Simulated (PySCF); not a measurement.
ReF5, SMILES [Re]([F])([F])([F])([F])[F] (connectivity only; charge and spin as stated), neutral, multiplicity 3.

The structure is a stationary point at PBE0-D3(BJ)/def2-SVP. The multiplicity is an assumed one; other spin states were not compared. The def2 effective core potentials stand for the cores of Re; spin–orbit coupling is left out.

Method: TDA-LC-ωPBE/def2-SVPD (PySCF).

Vertical excitations; the highest root listed may be one member of a degenerate set. The molecule is in vacuum.

Computed excitation energies, oscillator strengths and character:
| state | energy (eV) | λ (nm) | f | main pairs |
|---|---|---|---|---|
| root 1 | 1.42 | 872 | 0.001 | α HOMO→LUMO 48 %, α HOMO−1→LUMO+1 48 % |
| root 2 | 1.43 | 867 | 0.000 | α HOMO→LUMO+1 48 %, α HOMO−1→LUMO 48 % |
| root 3 | 1.74 | 713 | 0.000 | α HOMO−1→LUMO+1, α HOMO→LUMO (degenerate set) |
| root 4 | 1.74 | 713 | 0.000 | α HOMO−1→LUMO, α HOMO→LUMO+1 (degenerate set) |
| root 5 | 4.69 | 264 | 0.000 | α HOMO→LUMO+2, α HOMO→LUMO+3 (degenerate set) |
| root 6 | 4.69 | 264 | 0.000 | α HOMO−1→LUMO+2, α HOMO−1→LUMO+3 (degenerate set) |
| root 7 | 6.11 | 203 | 0.000 | β HOMO→LUMO, β HOMO−1→LUMO+1 (degenerate set) |
| root 8 | 6.11 | 203 | 0.000 | β HOMO−1→LUMO, β HOMO→LUMO+1 (degenerate set) |
| root 9 | 6.16 | 201 | 0.000 | β HOMO→LUMO+1 48 %, β HOMO−1→LUMO 48 % |
| root 10 | 6.20 | 200 | 0.001 | β HOMO−3→LUMO 47 %, β HOMO−2→LUMO+1 47 % |
Unrestricted roots are not spin-pure.
